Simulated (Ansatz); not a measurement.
Pd4S3. The state is a singlet with charge 0. Geometry r2SCAN-D4/def2-SVP, basis def2-TZVP, Ansatz.

```xyz
7

Pd    0.965    1.028   -0.359
Pd   -1.536   -0.283   -0.146
Pd   -0.071    0.560    2.079
Pd    0.063   -0.622   -2.298
S    -0.998    1.952    0.471
S     0.028   -1.439    1.021
S     1.549   -1.197   -0.768
```

```
run  HOMO (eV)  LUMO (eV)
  A      -5.05      -4.68
  B      -5.31      -4.17
  C      -5.77      -3.84
  D      -5.69      -3.82
```

In the def2 sets Pd takes a core potential; there is no spin–orbit coupling. HSE06 is defined as in plane-wave codes, on full-range PBE exchange. No other spin state of charge 0 was run. Another isomer (singlet) lies 1.10 eV lower at PBE0-D4/def2-TZVP; other spin states weren't run for this one.

The runs used HSE06, LDA (SPW92), PBE0, r2SCAN0. Estimate which is which.

A LDA (SPW92) (0 % exact exchange); B HSE06 (range-separated); C r2SCAN0 (25 % exact exchange); D PBE0 (25 % exact exchange). Exact exchange lowers occupied and raises empty levels; among semilocal functionals meta-GGAs tend to open the gap a little, and such runs are hard to tell apart. The gap grows from 0.38 eV (LDA (SPW92)) to 1.93 eV (r2SCAN0). The restricted singlet is unstable towards broken spin symmetry in Hartree–Fock (as tested in another run); at LDA (SPW92)/def2-TZVP, HSE06-D4/def2-TZVP, r2SCAN0-D4/def2-TZVP, PBE0-D4/def2-TZVP this wasn't settled.
